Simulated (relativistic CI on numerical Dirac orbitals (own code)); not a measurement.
**Ge31+: computed level list**

Computed by Dirac equation for one electron, model QED (radiative potential, 1s self-energy scaled to tabulated hydrogen-like ionisation energies) (own radial code, finite nucleus).

Configuration list: 1s, 2s, 2p, 3s, 3p, 3d, 4s, 4p, 4d, 4f, 5s, 5p, 5d, 5f, 5g, 6s, 6p, 6d. Levels of other configurations are missing.

The lowest level is 1s 2S_1/2, with 100 % of that term; Hund's rules for 1s give 2S with J = 1/2, in agreement.

| No. | Configuration | Term | J | E (Ry) | % | Landé g |
| --- | --- | --- | --- | --- | --- | --- |
| 1 | 1s | 2S | 1/2 | 0.00 | 100 | 1.965 |
| 2 | 2p | 2P° | 1/2 | 777.27 | 100 | 0.657 |
| 3 | 2s | 2S | 1/2 | 777.36 | 100 | 1.993 |
| 4 | 2p | 2P° | 3/2 | 780.89 | 100 | 1.327 |
| 5 | 3p | 2P° | 1/2 | 922.39 | 100 | 0.662 |
| 6 | 3s | 2S | 1/2 | 922.42 | 100 | 1.998 |
| 7 | 3d | 2D | 3/2 | 923.46 | 100 | 0.796 |
| 8 | 3p | 2P° | 3/2 | 923.46 | 100 | 1.331 |
| 9 | 3d | 2D | 5/2 | 923.81 | 100 | 1.197 |
| 10 | 4p | 2P° | 1/2 | 973.03 | 100 | 0.664 |
| 11 | 4s | 2S | 1/2 | 973.05 | 100 | 2.000 |
| 12 | 4d | 2D | 3/2 | 973.49 | 100 | 0.798 |
| 13 | 4p | 2P° | 3/2 | 973.49 | 100 | 1.332 |
| 14 | 4f | 2F° | 5/2 | 973.63 | 100 | 0.855 |
| 15 | 4d | 2D | 5/2 | 973.63 | 100 | 1.199 |
| 16 | 4f | 2F° | 7/2 | 973.71 | 100 | 1.141 |
| 17 | 5p | 2P° | 1/2 | 996.41 | 100 | 0.664 |
| 18 | 5s | 2S | 1/2 | 996.42 | 100 | 2.001 |
| 19 | 5d | 2D | 3/2 | 996.64 | 100 | 0.798 |
| 20 | 5p | 2P° | 3/2 | 996.64 | 100 | 1.333 |
| 21 | 5f | 2F° | 5/2 | 996.72 | 100 | 0.856 |
| 22 | 5d | 2D | 5/2 | 996.72 | 100 | 1.199 |
| 23 | 5g | 2G | 7/2 | 996.76 | 100 | 0.888 |
| 24 | 5f | 2F° | 7/2 | 996.76 | 100 | 1.142 |
| 25 | 5g | 2G | 9/2 | 996.78 | 100 | 1.110 |
| 26 | 6p | 2P° | 1/2 | 1009.09 | 100 | 0.665 |
| 27 | 6s | 2S | 1/2 | 1009.09 | 100 | 2.001 |
| 28 | 6d | 2D | 3/2 | 1009.22 | 100 | 0.799 |
| 29 | 6p | 2P° | 3/2 | 1009.22 | 100 | 1.333 |
| 30 | 6d | 2D | 5/2 | 1009.26 | 100 | 1.200 |

Energies count from the lowest computed level; ° marks odd parity.
